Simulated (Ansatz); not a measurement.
Reaction (ligand exchange at the Si–S bond): `C[SiH2]SCF` + `CC[SeH]` → `CC[Se][SiH2]C` + `FCS`

Calculated with Ansatz (gas phase, PBE0-D4/def2-TZVP geometries, no zero-point term in ΔE). CCSD(T)/CBS adds triple-zeta CCSD(T) − MP2 to the extrapolated MP2 energy (def2 sets, frozen cores). DFT in def2-TZVPP. For Se outer-core shells are correlated without core-valence functions, which leaves a few kJ/mol of doubt a bond. Scalar relativity is left out up to krypton. One conformer a species, not always the lowest.

```tsv
level	ΔE (kJ/mol)
ωB97X-V	-0.8
PBE0	-2.2
SCS-MP2/def2-TZVPP	-3.4
CCSD(T)/def2-TZVPP	-2.8
```

**Question.** What does CCSD(T)/CBS give? (An estimate is asked.)

**Answer.** Ansatz gave: -4.5 kJ/mol. The listed levels differ from it by 3.7, 2.3, 1.1, 1.7 kJ/mol.

Largest T1 diagnostic among the species: 0.011.
